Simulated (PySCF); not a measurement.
## Vanadium: a sound run and one with changed settings

Sound run: V [Ar] 3d3 4s2, V⁺ [Ar] 3d4. Computed with PySCF 2.14 in def2-TZVP, with the non-relativistic Hamiltonian (point nucleus). In the sound run the correlated levels freeze [Ar]. The sound run starts from symmetry-adapted Hartree-Fock orbitals and uses a fine grid where one is needed.

Changed run: the spin-free X2C one-electron Hamiltonian (Gaussian nucleus). This setting is unsound on purpose.

```tsv
species	method	sound run (hartree)	changed run (hartree)	converged
V	UHF	-942.87233	-947.31237	yes
V	LDA	-941.71436	-946.14994	yes
V	MP2	-942.92103	-947.36174	yes
V⁺	UHF	-942.65616	-947.08617	yes
V⁺	LDA	-941.48644	-945.91069	yes
V⁺	MP2	-942.69353	-947.12387	yes
```

Ionisation energy of V:

```
 method  sound run (eV)  changed run (eV)
    UHF           5.882             6.155
 r2SCAN             n/a             6.438
    LDA           6.202             6.510
    MP2           6.191             6.473
SCS-MP2           6.633             6.917
```

Most of the change in total energy is the relativistic energy itself. On top of that the contraction fixes the core shape for the Hamiltonian it was made with, so the changed run is not a good calculation with the other Hamiltonian either.

For comparison, NIST gives 6.746 eV between the lowest levels.
